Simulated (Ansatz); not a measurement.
Consider the redistribution: `[BH2][GaH2]` + `[OH][GeH2][CH2]Cl` → `O[BH][GaH2]` + `Cl[CH2][GeH3]`.

Computed with Ansatz on PBE0-D4/def2-TZVP structures; ΔE is electronic, products minus reactants. CBS: MP2 limit from def2 TZ/QZ plus the TZ coupled-cluster correction, frozen cores. DFT in def2-TZVPP. HSE06 is defined as in plane-wave codes. For Ga, Ge outer-core shells are correlated without core-valence functions, which leaves a few kJ/mol of doubt a bond. Scalar relativity is left out up to krypton. One conformer a species, not always the lowest.

`[BH2][GaH2]`:

Cartesian coordinates in Å:
```
B -0.838 -0.512 -0.496
Ga 0.735 0.450 0.434
H -1.971 -0.384 -0.125
H -0.678 -1.234 -1.438
H 1.227 1.880 -0.008
H 1.524 -0.201 1.633
```

`[OH][GeH2][CH2]Cl`:

Z-matrix (Å, degrees):
```
Ge
C 1 1.966
O 1 1.777 2 107.6
H 1 1.540 2 108.9 3 -120.2
H 1 1.535 2 111.8 3 114.9
Cl 2 1.785 1 108.5 3 56.1
H 2 1.089 1 111.2 3 -62.0
H 2 1.089 1 112.4 3 175.2
H 3 0.961 1 111.3 2 -52.7
```

`O[BH][GaH2]`:

```xyz
7

O     1.166   -1.219   -0.307
B     0.223   -0.573    0.419
Ga   -0.698    1.135   -0.386
H     1.536   -1.989    0.135
H    -0.054   -1.007    1.513
H    -0.144    2.592   -0.143
H    -2.030    1.061   -1.231
```

`Cl[CH2][GeH3]`:

```xyz
8

Cl    0.250   -0.973    2.032
C    -0.305   -0.885    0.342
Ge    0.228    0.822   -0.474
H     0.131   -1.728   -0.192
H    -1.389   -0.996    0.345
H    -0.405    1.973    0.319
H     1.758    0.933   -0.442
H    -0.270    0.852   -1.930
```

(1) Is it downhill or uphill in electronic energy at CCSD(T)/CBS, and by how much? (Estimate.)

(2) What do these levels give: PBE-D4, r2SCANh-D4, ωB97M-V, BLYP, HSE06, CAM-B3LYP, RPA@PBE/def2-TZVPP, MP2/def2-SVP, MP2/def2-TZVPP, CCSD/def2-TZVPP, HF/def2-QZVPP, HF/CBS(def2)? (Best estimate.)

(3) What do rigid-rotor, harmonic-oscillator terms from PBE0-D4/def2-TZVP frequencies (298.15 K, 1 bar) make of the CCSD(T)/CBS value? (Estimate.)

Largest T1 diagnostic among the species: 0.014.

Results:

(1) Computed: Downhill: ΔE = -103.7 kJ/mol.

(2) The calculation gave: PBE-D4 -113.6, r2SCANh-D4 -107.0, ωB97M-V -108.6, BLYP -112.4, HSE06 -112.5, CAM-B3LYP -111.8, RPA@PBE/def2-TZVPP -105.0, MP2/def2-SVP -126.6, MP2/def2-TZVPP -103.3, CCSD/def2-TZVPP -103.2, HF/def2-QZVPP -96.5, HF/CBS(def2) -96.5 kJ/mol.

(3) Ansatz gave: ΔZPE = +4.3 kJ/mol, ΔH = -100.5 kJ/mol, ΔS = 6 J/(mol·K), ΔG = -102.2 kJ/mol.

At CCSD(T), def2-SVP lies −24.7 kJ/mol from the extrapolated value and def2-TZVPP −0.7 kJ/mol. Leaving LDA and LC-ωPBE aside and taking each functional with its dispersion term where it has one, the values, not all of them listed here, spread over 9.3 kJ/mol, from PBE-D4 to ωB97X-V. LDA lies −10.7 kJ/mol from PBE without D4. From BLYP to BHLYP (50 % exact exchange), in def2-TZVPP and without D4, ΔE moves by +5.4 kJ/mol.
